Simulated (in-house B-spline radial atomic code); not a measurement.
## RPA and G0W0 on CAM-B3LYP: Ti⁷⁺

Configuration [Ne] 3s2 3p3, highest spin, mean-field start CAM-B3LYP. Computed with a B-spline radial code for spherical atoms: all electrons, non-relativistic, point nucleus, each spin shell either full or empty, empty states to l = 9 with an (l + 1/2)⁻⁴ tail; G0W0 by contour deformation at full frequency.

Command:
```bash
python run_gw.py task.json out
```
Settings (radii: box in bohr, nucleus in fm):
```
Z                        22
electrons                15
configuration            [Ne] 3s2 3p3
hamiltonian              nr
method                   camb3lyp
lmax                     9
spin_polarised           True
box_radius               8.41
intervals                48
```

Run time, properties included: 2.1 s on 1 thread of Arm Neoverse N1, on a shared host.

Energies (hartree):

```
                                     term       value
                         mean-field total  -832.79670
Hartree-Fock functional on these orbitals  -832.14406
                      direct second order     -1.0484
                    second-order exchange     0.38028
                         SOSEX correction     0.35039
```

(1) What is the RPA correlation energy, and what remains with SOSEX?

Quasi-particle levels (eV):

| level | occupied | mean field | Σx - vxc | Σc | QP weight | G0W0 |
| --- | --- | --- | --- | --- | --- | --- |
| 3p up | yes | -161.86 | -6.95 | ? | ? | ? |
| 3s down | yes | -179.35 | -3.36 | -3.29 | 0.967 | -185.99 |
| 2p down | yes | -591.38 | -28.55 | 6.72 | 0.943 | -613.21 |
| 3p down | no | -146.75 | 9.17 | -3.39 | 0.963 | -140.97 |

G0W0 = mean field + (Σx - vxc) + Σc, with Σc (partial-wave tail included) taken at the quasi-particle energy. Only the outer levels were computed. Levels of low weight are left out.

(2) Where does G0W0 put 3p up?

Results:

(1) RPA gives -0.94051 hartree (-1.71 eV per electron); RPA + SOSEX gives -0.59012, and the second-order doubles -0.66815 hartree (no singles). RPA lacks exchange-type terms and so overcorrelates at short range.

(2) At -169.16 eV, with Σc = -0.34 eV and a quasi-particle weight of 0.964. The tabulated removal energy is 170.5 ± 0.4 eV (NIST, semi-empirical); the calculation leaves out relativity, Breit and QED terms, and what these don't explain is the method's own error.
